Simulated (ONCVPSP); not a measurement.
**Before and after: ONCV potential for germanium**

| Item | Value |
| --- | --- |
| Element | germanium |
| Generator | ONCVPSP 4.0.1 |
| Type | optimised norm-conserving Vanderbilt (ONCV) |
| Functional | PBE |
| Relativity | scalar-relativistic |
| Frozen core | [Ar] 3d10 |
| Valence charge | 4 |
| Reference configuration | 4s2 4p2 |
| Partial waves | 4s: rc 1.55 bohr, ncon 4, nbas 7, qcut 4 1/bohr, 2 projectors, debl 1.7 Ha; 4p: rc 1.65 bohr, ncon 3, nbas 6, qcut 5.7 1/bohr, 3 projectors, debl 1 Ha; d scattering state at 0.07 Ha: rc 1.65 bohr, ncon 3, nbas 7, qcut 6.5 1/bohr, 2 projectors, debl 2.6 Ha |
| Local potential | polynomial inside 1.05 bohr (lpopt 5, dvloc0 0 Ha) |
| Core correction | none |

Change: s: qcut 3.5.

Cutoffs: the cutoffs (Ha) at which the residual kinetic energy of the hardest occupied pseudo-wave falls to 1 and 0.1 mHa per electron; they do not see the model core or the augmentation charge, which bear on the density cutoff. Errors are all-electron minus pseudo energies relative to the spin-unpolarised reference configuration.

Problem. How do hardness, ghosts and transferability respond?

Solution. The potential gets harder (8.8 Ha and 23 Ha → 16 Ha and 38 Ha); both files keep a bound ghost (d, p); the errors of the 4 common tests hardly move.

```tsv
quantity	base	changed
cutoff, loose	8.8 Ha	16 Ha
cutoff, tight	23 Ha	38 Ha
loose cutoff by channel	s 8.8 Ha, p 7.2 Ha	s 16 Ha, p 7.2 Ha
bound ghosts	p, d	p, d
GHOST(+) flags under 300 eV	s at 17.8 eV	s at 24.6 eV
error for 4s2 4p1, meV [ΔE 7.44 eV]	-3.8	-3.7
error for 4s2 4p0, meV [ΔE 22.88 eV]	-10	-9.9
error for 4s1 4p0, meV [ΔE 57.68 eV]	+75	+74
error for 4s1 4p3, meV [ΔE 7.97 eV]	+10	+9.3
s: phases at 1.58 bohr within 0.05 rad from the reference energy up to (Ha; the scan ends near 5)	to the end of the scan	to the end of the scan
p: phases at 1.67 bohr within 0.05 rad from the reference energy up to (Ha; the scan ends near 5)	to the end of the scan	to the end of the scan
d: phases at 1.67 bohr within 0.05 rad from the reference energy up to (Ha; the scan ends near 5)	0.9	0.9
```

Base: The cutoffs count occupied waves only; projector 2 of the d channel, the hardest unoccupied one, needs 125 Ha at the loose tolerance. Changed file: The cutoffs count occupied waves only; projector 2 of the d channel, the hardest unoccupied one, needs 125 Ha at the loose tolerance. A true bound ghost makes a file unfit for plane-wave use even where its test errors are small: the radial tests pick states by their node count and pass the ghost by.
